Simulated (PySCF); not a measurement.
ClMg (SMILES [Mg][Cl]), doublet, at a GFN2-xTB geometry (such geometries of metal compounds can be far from the true shape) (the spin is typed, not shown lowest), with bond 2-1 at 1.6 times its length; PBE/6-31G* (PySCF).

Input for PySCF:
```python
from pyscf import gto, scf, dft

mol = gto.M(
    atom='''
Mg   -0.000000   -0.000000   -1.267847
Cl    0.000000    0.000000    2.192629
''',
    basis='6-31g*',
    charge=0,
    spin=1,
    verbose=4,
)

mf = dft.UKS(mol)
mf.xc = 'pbe'
mf.damp = 0.5
mf.diis_start_cycle = 5
mf.kernel()
mf.analyze()
```

Question: What does PySCF print? Leave out banner, timings and long lists.

Answer: 
```
PySCF version 2.14.0

[INPUT] verbose = 4
[INPUT] num. atoms = 2
[INPUT] num. electrons = 29
[INPUT] charge = 0
[INPUT] spin (= nelec alpha-beta = 2S) = 1
[INPUT] symmetry False subgroup None
[INPUT] Mole.unit = angstrom
[INPUT] Symbol           X                Y                Z      unit          X                Y                Z       unit  Magmom
[INPUT]  1 Mg     0.000000000000   0.000000000000  -1.267847000000 AA    0.000000000000   0.000000000000  -2.395883597851 Bohr   0.0
[INPUT]  2 Cl     0.000000000000   0.000000000000   2.192629000000 AA    0.000000000000   0.000000000000   4.143468302779 Bohr   0.0

nuclear repulsion = 31.195751979693
number of shells = 16
number of NR pGTOs = 102
number of NR cGTOs = 36
basis = 6-31g*
ecp = {}

******** <class 'pyscf.dft.uks.UKS'> ********
method = UKS
initial guess = minao
damping factor = 0.5
level_shift factor = 0
DIIS = <class 'pyscf.scf.diis.CDIIS'>
diis_start_cycle = 5
diis_space = 8
diis_damp = 0
SCF conv_tol = 1e-09
SCF conv_tol_grad = None
SCF max_cycles = 50
direct_scf = True
direct_scf_tol = 1e-13
number electrons alpha = 15  beta = 14
XC library pyscf.dft.libxc version 7.1.2
    S. Lehtola, C. Steigemann, M. J. T. Oliveira, and M. A. L. Marques,  SoftwareX 7, 1–5 (2018)
XC functionals = pbe
    J. P. Perdew, K. Burke, and M. Ernzerhof,  Phys. Rev. Lett. 77, 3865 (1996)
    J. P. Perdew, K. Burke, and M. Ernzerhof,  Phys. Rev. Lett. 78, 1396 (1997)
    J. P. Perdew, K. Burke, and M. Ernzerhof,  Phys. Rev. Lett. 77, 3865 (1996)
    J. P. Perdew, K. Burke, and M. Ernzerhof,  Phys. Rev. Lett. 78, 1396 (1997)
radial grids:
    Treutler-Ahlrichs [JCP 102, 346 (1995); DOI:10.1063/1.469408] (M4) radial grids

becke partition: Becke, JCP 88, 2547 (1988); DOI:10.1063/1.454033
pruning grids: <function nwchem_prune>
grids dens level: 3
symmetrized grids: False
atomic radii adjust function: <function treutler_atomic_radii_adjust>
small_rho_cutoff = 0
Set gradient conv threshold to 3.16228e-05
tot grids = 37464
init E= -659.832366809531

cycle= 1 E= -659.787388242531  delta_E= 0.045  |g|= 0.308  |ddm|= 0.769

cycle= 2 E= -659.727796940236  delta_E= 0.0596  |g|= 0.366  |ddm|= 1.25
cycle= 3 E= -659.782192043804  delta_E= -0.0544  |g|= 0.325  |ddm|= 1.26
cycle= 4 E= -659.721920889602  delta_E= 0.0603  |g|= 0.371  |ddm|= 1.27
cycle= 5 E= -659.560233383961  delta_E= 0.162  |g|= 0.591  |ddm|= 1.64
cycle= 6 E= -652.404055934634  delta_E= 7.16  |g|= 1.48  |ddm|= 3.12
cycle= 7 E= -659.811769294756  delta_E= -7.41  |g|= 0.207  |ddm|= 2.78
cycle= 8 E= -658.155260231435  delta_E= 1.66  |g|= 1.21  |ddm|=  1.9
cycle= 9 E= -659.059499712378  delta_E= -0.904  |g|= 0.904  |ddm|= 0.541
cycle= 10 E= -659.450572788028  delta_E= -0.391  |g|= 0.627  |ddm|= 0.357
cycle= 11 E= -659.761072287549  delta_E= -0.31  |g|= 0.282  |ddm|= 0.521
cycle= 12 E= -659.888989290986  delta_E= -0.128  |g|= 0.104  |ddm|= 1.11
cycle= 13 E= -659.895099292459  delta_E= -0.00611  |g|= 0.0823  |ddm|= 0.0599
cycle= 14 E= -659.905136515917  delta_E= -0.01  |g|= 0.0178  |ddm|= 0.19
cycle= 15 E= -659.905019628736  delta_E= 0.000117  |g|= 0.0172  |ddm|= 0.063
cycle= 16 E= -659.905382455407  delta_E= -0.000363  |g|= 0.00578  |ddm|= 0.0254
cycle= 17 E= -659.905424677326  delta_E= -4.22e-05  |g|= 0.00175  |ddm|= 0.0176
cycle= 18 E= -659.905429574389  delta_E= -4.9e-06  |g|= 0.000273  |ddm|= 0.00524
cycle= 19 E= -659.905429693471  delta_E= -1.19e-07  |g|= 2.03e-05  |ddm|= 0.00073
cycle= 20 E= -659.905429694086  delta_E= -6.15e-10  |g|= 1.25e-05  |ddm|= 5.15e-05
Extra cycle  E= -659.905429688513  delta_E= 5.57e-09  |g|= 6.74e-05  |ddm|= 0.000173
converged SCF energy = -659.905429688513  <S^2> = 0.75649376  2S+1 = 2.0064833
**** SCF Summaries ****
Total Energy =                        -659.905429688513095
Nuclear Repulsion Energy =              31.195751979692968
One-electron Energy =                 -977.656225740465061
Two-electron Energy =                  286.555044072258966
Two-electron Coulomb Energy =          330.913070440022466
DFT Exchange-Correlation Energy =      -44.358026367763472
**** MO energy ****
                             alpha | beta                alpha | beta
MO #1   energy= -100.586099015796  | -100.58385347309   occ= 1 | 1
MO #2   energy= -46.3127445085576  | -46.3114709738094  occ= 1 | 1
MO #3   energy= -9.09648531092154  | -9.09432827643549  occ= 1 | 1
MO #4   energy= -6.92241773556155  | -6.91627110432025  occ= 1 | 1
MO #5   energy= -6.91152566938365  | -6.91014256152416  occ= 1 | 1
MO #6   energy= -6.91152566623442  | -6.91014255881419  occ= 1 | 1
MO #7   energy= -3.01670984083205  | -3.01410964989664  occ= 1 | 1
MO #8   energy= -1.80885061351772  | -1.80611736972259  occ= 1 | 1
MO #9   energy= -1.80885061332609  | -1.80611736922312  occ= 1 | 1
MO #10  energy= -1.80727074146868  | -1.80450768055887  occ= 1 | 1
MO #11  energy= -0.64465514596435  | -0.630070386429116 occ= 1 | 1
MO #12  energy= -0.250122689906971 | -0.22820900287312  occ= 1 | 1
MO #13  energy= -0.219093181825841 | -0.200361779204459 occ= 1 | 1
MO #14  energy= -0.206084157746217 | -0.20036177097344  occ= 1 | 1
MO #15  energy= -0.206084149505298 | -0.18738450569293  occ= 1 | 0
MO #16  energy= -0.0914574522346683 | -0.067056722390725 occ= 0 | 0
MO #17  energy= -0.091457447384705 | -0.067056715066928 occ= 0 | 0
MO #18  energy= -0.068816164268904 | -0.0483518259212076 occ= 0 | 0
MO #19  energy= 0.0636256211045269 | 0.082247723146697  occ= 0 | 0
MO #20  energy= 0.110528466583326  | 0.126855435433537  occ= 0 | 0
MO #21  energy= 0.110528469923727  | 0.126991313378259  occ= 0 | 0
MO #22  energy= 0.118662213174506  | 0.126991318316619  occ= 0 | 0
MO #23  energy= 0.196838746487719  | 0.22647875571885   occ= 0 | 0

To work with the spin densities directly, `use mulliken_meta_spin()` only printing them here.

 ** Mulliken spin pop alpha/beta on meta-lowdin orthogonal AOs **
 ** Mulliken Spin Density (per AO)  **
spin_pop of  0 Mg 1s        0.00000
spin_pop of  0 Mg 2s        0.00005
spin_pop of  0 Mg 3s        0.54599
spin_pop of  0 Mg 4s        0.00167
spin_pop of  0 Mg 2px      -0.00003
spin_pop of  0 Mg 2py      -0.00003
spin_pop of  0 Mg 2pz      -0.00001
spin_pop of  0 Mg 3px       0.00065
spin_pop of  0 Mg 3py       0.00065
spin_pop of  0 Mg 3pz       0.03651
spin_pop of  0 Mg 4px      -0.00002
spin_pop of  0 Mg 4py      -0.00002
spin_pop of  0 Mg 4pz       0.00081
spin_pop of  0 Mg 3dxy      0.00000
spin_pop of  0 Mg 3dyz     -0.00008
spin_pop of  0 Mg 3dz^2    -0.00006
spin_pop of  0 Mg 3dxz     -0.00008
spin_pop of  0 Mg 3dx2-y2    0.00000
spin_pop of  1 Cl 1s        0.00000
spin_pop of  1 Cl 2s       -0.00000
spin_pop of  1 Cl 3s        0.00046
spin_pop of  1 Cl 4s        0.00136
spin_pop of  1 Cl 2px      -0.00000
spin_pop of  1 Cl 2py      -0.00000
spin_pop of  1 Cl 2pz       0.00002
spin_pop of  1 Cl 3px      -0.00039
spin_pop of  1 Cl 3py      -0.00039
spin_pop of  1 Cl 3pz       0.41158
spin_pop of  1 Cl 4px      -0.00014
spin_pop of  1 Cl 4py      -0.00014
spin_pop of  1 Cl 4pz       0.00144
spin_pop of  1 Cl 3dxy     -0.00000
spin_pop of  1 Cl 3dyz      0.00000
spin_pop of  1 Cl 3dz^2     0.00017
spin_pop of  1 Cl 3dxz      0.00000
spin_pop of  1 Cl 3dx2-y2   -0.00000
 ** Mulliken Spin Density (per atom)  **
spin density of  0 Mg =      0.58602
spin density of  1 Cl =      0.41398
 ** Mulliken pop alpha/beta on meta-lowdin orthogonal AOs **
 ** Mulliken pop       alpha | beta **
pop of  0 Mg 1s        1.00000 | 1.00000
pop of  0 Mg 2s        0.99995 | 0.99990
pop of  0 Mg 3s        0.97084 | 0.42485
pop of  0 Mg 4s        0.00321 | 0.00154
pop of  0 Mg 2px       0.99987 | 0.99989
pop of  0 Mg 2py       0.99987 | 0.99989
pop of  0 Mg 2pz       0.99988 | 0.99989
pop of  0 Mg 3px       0.00471 | 0.00406
pop of  0 Mg 3py       0.00471 | 0.00406
pop of  0 Mg 3pz       0.04314 | 0.00664
pop of  0 Mg 4px       0.00023 | 0.00024
pop of  0 Mg 4py       0.00023 | 0.00024
pop of  0 Mg 4pz       0.00122 | 0.00041
pop of  0 Mg 3dxy      0.00000 | 0.00000
pop of  0 Mg 3dyz      0.00028 | 0.00036
pop of  0 Mg 3dz^2     0.00033 | 0.00039
pop of  0 Mg 3dxz      0.00028 | 0.00036
pop of  0 Mg 3dx2-y2    0.00000 | 0.00000
pop of  1 Cl 1s        1.00000 | 1.00000
pop of  1 Cl 2s        0.99991 | 0.99991
pop of  1 Cl 3s        0.99943 | 0.99897
pop of  1 Cl 4s        0.00164 | 0.00027
pop of  1 Cl 2px       0.99997 | 0.99997
pop of  1 Cl 2py       0.99997 | 0.99997
pop of  1 Cl 2pz       0.99996 | 0.99994
pop of  1 Cl 3px       0.99438 | 0.99477
pop of  1 Cl 3py       0.99438 | 0.99477
pop of  1 Cl 3pz       0.97830 | 0.56673
pop of  1 Cl 4px       0.00054 | 0.00068
pop of  1 Cl 4py       0.00054 | 0.00068
pop of  1 Cl 4pz       0.00189 | 0.00045
pop of  1 Cl 3dxy      0.00000 | 0.00000
pop of  1 Cl 3dyz      0.00002 | 0.00002
pop of  1 Cl 3dz^2     0.00028 | 0.00011
pop of  1 Cl 3dxz      0.00002 | 0.00002
pop of  1 Cl 3dx2-y2    0.00000 | 0.00000
In total            15.00000 | 14.00000
 ** Mulliken atomic charges   ( Nelec_alpha | Nelec_beta ) **
charge of  0Mg =      0.52852  (     6.02875      5.44273 )
charge of  1Cl =     -0.52852  (     8.97125      8.55727 )
Dipole moment(X, Y, Z, Debye):  0.00000, -0.00000, -7.17431
```
